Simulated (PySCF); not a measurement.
A PySCF script (with the pyscf-properties extension) for the NMR shieldings of `FB(F)B(F)F`, B2F4, on a GFN2-xTB geometry:

```python
import basis_set_exchange as bse
import numpy as np
from pyscf import gto, dft
from pyscf.prop import nmr

atoms = """
F    -1.582180   -1.002608    0.454368
B    -0.848583   -0.069620   -0.113962
F    -1.559894    0.742647   -0.866128
B     0.849359    0.071296    0.105362
F     1.406647    0.761650    1.077113
F     1.737775   -0.501375   -0.678326
"""
names = dict.fromkeys(["F", "B"], "pcSseg-1")
basis = {el: gto.basis.parse(bse.get_basis(n, elements=[el], fmt="nwchem")) for el, n in names.items()}
mol = gto.M(atom=atoms, basis=basis, charge=0, verbose=0)
mf = dft.RKS(mol, xc="PBE0")
mf.grids.level = 2
mf.grids.alignment = dft.numint.BLKSIZE   # the property module wants whole blocks of grid points
mf.conv_tol = 1e-9
mf.kernel()

calc = nmr.RKS(mf)   # GIAO
C = mf.mo_coeff
Co = C[:, mf.mo_occ > 0]
resp = mf.gen_response(singlet=True, hermi=2)
def vind(x):   # induced exchange potential for any number of trial vectors
    d = np.einsum("pi,xij,qj->xpq", C, 2 * x.reshape(-1, C.shape[1], Co.shape[1]), Co, optimize=True)
    return np.einsum("xpq,pi,qj->xij", resp(d - d.transpose(0, 2, 1)), C, Co, optimize=True).ravel()
mo1, _ = nmr.rhf.solve_mo1(calc, with_cphf=vind)
sigma = calc.kernel(mo1)
for i, s in enumerate(sigma):   # ppm
    w = np.linalg.eigvalsh((s + s.T) / 2)
    print("%2d %-2s iso %8.1f  s11 %8.1f  s22 %8.1f  s33 %8.1f" % (i, mol.atom_pure_symbol(i), w.mean(), *w))
```

Question: What are the results?

Answer: 
```
 0 F  iso    210.9  s11      3.4  s22    272.9  s33    356.6
 1 B  iso     77.6  s11     59.8  s22     82.5  s33     90.4
 2 F  iso    211.1  s11      3.8  s22    273.0  s33    356.6
 3 B  iso     77.6  s11     59.8  s22     82.5  s33     90.4
 4 F  iso    211.1  s11      3.7  s22    272.9  s33    356.5
 5 F  iso    211.0  s11      3.6  s22    272.8  s33    356.6
```

These numbers come from an equivalent density-fitted implementation of the same equations, which agrees with the script to about 0.01 ppm for H and up to a few tenths of a ppm for heavy atoms, so last digits may differ.

Size and cost of the density-fitted run: 102 basis functions, 7.1 s wall time on 1 thread of an x86-64 server CPU, shared host.
